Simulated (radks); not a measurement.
Neutral manganese inside a hard spherical wall (all orbitals vanish at R), configuration held at [Ar] 3d5 4s2 and not refilled when levels cross. Method: non-relativistic Kohn-Sham, PBE, spin-polarised, spherical densities, point nucleus; open shells are filled with parallel spins first; computed with a radial shooting solver on a logarithmic mesh with Libxc functionals. Eigenvalues in eV for spin up, with the zero of energy where the potential of the charges vanishes at infinity; a dash marks a level that is unbound or too diffuse for the functional's potential to be trusted. A positive occupied level is held by the wall or, in an anion where self-interaction has pushed it up, behind a barrier. The pressure on the wall is -dE/dV.

R (bohr)	E (hartree)	kinetic (hartree)	e(3s)	e(3p)	e(3d)	e(4s)	e(4p, empty)	e(5s, empty)	pressure (GPa)
free	-1150.75609	1149.835	-85.687	-55.783	-8.403	-5.416	-1.566	-	0
20	-1150.75609	1149.835	-85.687	-55.783	-8.403	-5.416	-1.566	-	< 0.0001
6	-1150.71588	1150.055	-84.422	-54.520	-7.185	-4.232	0.520	11.307	2.87
4	-1150.35388	1151.421	-79.803	-49.955	-2.804	2.080	9.203	42.092	73.5
3	-1149.19966	1155.203	-71.842	-42.161	5.179	17.931	28.497	99.509	604
2	-1141.80862	1178.227	-45.095	-14.887	35.980	97.833	114.81	314.45	11000
1.5	-1121.94263	1233.852	3.519	36.526	91.987	266.31	282.29	686.67	78400
